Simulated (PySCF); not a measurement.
BrZn, charge +1, singlet, at a GFN2-xTB geometry (such geometries of metal compounds can be far from the true shape). Base run: B3LYP/6-31G* in PySCF.

The PySCF input:
```python
from pyscf import gto, scf, dft

mol = gto.Mole()
mol.atom = '''
    Zn   -0.00000000   -0.00000000   -1.16683428
    Br    0.00000000    0.00000000    1.00014367
'''
mol.basis = '6-31g*'
mol.charge = 1
mol.verbose = 4
mol.build()

mf = dft.RKS(mol)
mf.xc = 'b3lyp'
mf.kernel()
```

The base run was repeated with changes; each row names its change, and settings that it needs were set with it.

```
change                            ΔE vs base (mEh)  SCF cycles        outcome
--------------------------------  ----------------  ----------  -------------
base                                         0.000           9      converged
conv_tol = 1e-6                              0.000           7      converged
conv_tol = 1e-11                             0.000          10      converged
conv_tol_grad = 1e-7                         0.000          11      converged
init_guess = sap                             0.000          10      converged
conv_tol = 1e-4                              0.000           6      converged
conv_tol = 1e-12                             0.000          17      converged
damp = 0.5; diis_start_cycle = 5             0.000          11      converged
init_guess = huckel                          0.000          10      converged
conv_tol_grad = 1e-3                         0.000           9      converged
init_guess = mod_huckel                      0.000          10      converged
diis_space = 20                              0.000           9      converged
DIIS = EDIIS                                     -          50  not converged
```
